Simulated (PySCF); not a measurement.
**How methods differ on the ionisation energy of Yb⁵⁴⁺**

Yb⁵⁴⁺ [Ne] 3s2 3p4 (3P) → Yb⁵⁵⁺ [Ne] 3s2 3p3 (4S), as a difference of total energies. Computed with PySCF 2.14 in an uncontracted even-tempered set (17 s from 13 bohr⁻², ratio 2.5; 12 p from 17 bohr⁻², ratio 2.5; 4 d from 69 bohr⁻², ratio 2.7; 4 f from 100 bohr⁻², ratio 2.7), with scalar relativity by spin-free X2C-1e. Correlated levels: outer shells: 1s2 frozen; virtual orbitals above 40 to 60 times the deepest correlated orbital energy dropped. The calculations carry no spin-orbit coupling.

```json
{"method": "UHF", "ionisation energy (eV)": "5295.4"}
{"method": "LDA", "ionisation energy (eV)": "5298.1"}
{"method": "PBE", "ionisation energy (eV)": "5299.4"}
{"method": "PBE0", "ionisation energy (eV)": "5298.9"}
{"method": "r2SCAN", "ionisation energy (eV)": "5298.6"}
{"method": "TPSS", "ionisation energy (eV)": "5299.5"}
{"method": "B2PLYP", "ionisation energy (eV)": "5298.3"}
{"method": "MP2 (outer shells)", "ionisation energy (eV)": "5296.6"}
{"method": "SCS-MP2 (outer shells)", "ionisation energy (eV)": "5296.6"}
```

Spin-orbit coupling is strong in these open shells (close to jj coupling). The scalar numbers leave it out and a first-order estimate fails, so it can dominate the gap to the real levels.

The ground level that NIST lists for one species does not belong to the high-spin term computed here, so part of any gap is the choice of state.

Breit and QED terms and the two-electron picture change are absent.

For comparison: 5224 ± 5 eV (theoretical estimate listed by NIST; NIST Atomic Spectra Database, ionization energies).
